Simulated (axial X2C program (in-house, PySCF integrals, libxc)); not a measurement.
**SrCl⁺: from the spin-free to the two-component result**

Calculated with an in-house all-electron X2C program for linear molecules (integrals from PySCF). Spin-free means the one-electron spin-free X2C Hamiltonian; two-component (2c) means X2C with spin–orbit coupling and atomic mean-field two-electron Coulomb and Gaunt terms, so the difference of the two also holds small scalar two-electron terms. Basis: Sr dyall-cv3z [13s12p8d5f1g], Cl dyall-av3z [9s8p3d2f] (cores contracted in-house); Gaussian nuclei, density fitting, unrestricted open shells. Masses: Sr 87.906 u, Cl 34.969 u.

Spin-free state: M_S = 0, Λ = 0 (closed shell); fragments Sr+ + Cl.

| level | Re (Å) | ωe (cm⁻¹) | De (eV) | μ (D) |
| --- | --- | --- | --- | --- |
| PBE0 | 2.455 | 370.8 | 4.409 | -9.08 |
| HF | 2.516 | 356.1 | 3.154 | -10.53 |
| MP2 | 2.524 | 349.5 | 4.419 | n/a |
| CCSD | 2.523 | 350.3 | 4.204 | n/a |
| CCSD(T) | 2.526 | 348.4 | 4.296 | n/a |
| B97-3 | 2.469 | 363.8 | 4.514 | -9.25 |

Correlated methods: 8 electrons correlated (number of frozen shells: Sr 4 s, 3 p, 1 d; Cl 2 s, 1 p), 262 virtual spin orbitals or spinors in MP2, 88 natural virtuals in coupled cluster.

Dipoles are positive if Cl is the positive end and refer to the centre of mass.

Two-component determinant lowest at the distance of the search:

Ω = 0 (closed shell); fragments Sr+ + Cl.

| level | Re (Å) | ωe (cm⁻¹) | De (eV) | μ (D) |
| --- | --- | --- | --- | --- |
| PBE0 | 2.455 | 370.8 | 4.405 | -9.07 |
| HF | 2.516 | 356.1 | n/a | -10.52 |
| MP2 | 2.524 | 349.5 | 4.383 | n/a |
| CCSD | 2.523 | 350.3 | 4.178 | n/a |
| CCSD(T) | 2.526 | 348.4 | 4.262 | n/a |
| B97-3 | 2.469 | 363.8 | 4.486 | -9.24 |

Q: From the two tables, how do the constants change at the CCSD(T) level (2c against spin-free)?

A: At the CCSD(T) level Re is unchanged within 0.001 Å and ωe stays the same within 0.2 cm⁻¹; De changes by -0.034 eV.

The state is a single determinant with fixed occupations, the lowest that a limited PBE0 search found. The closed shell is kept restricted, so the energy runs too high when the bond is stretched far. De is counted from the lowest determinant-based energies of the atoms at the same level, without counterpoise correction. De is not given where an atomic determinant may have missed its ground term or J level, or where the truncated virtual space spoils (T). CCSD and (T) use frozen natural virtuals with an MP2 correction for the truncation; (T) itself is uncorrected, so its De runs slightly low. In 2c an atomic determinant is not the ground J level, so De misses part of the atomic spin–orbit lowering. This holds for PBE0. The functionals have no current-density term, which raises determinants with orbital currents, atoms included. The outer-core s and p shells of the metal are frozen in the correlated rows, which leaves out core–valence correlation; for alkali and alkaline-earth bonds that tends to lengthen them. With the outer-core shells frozen, correlated bond lengths of heavy atoms tend to come out a few hundredths of an ångström too long.
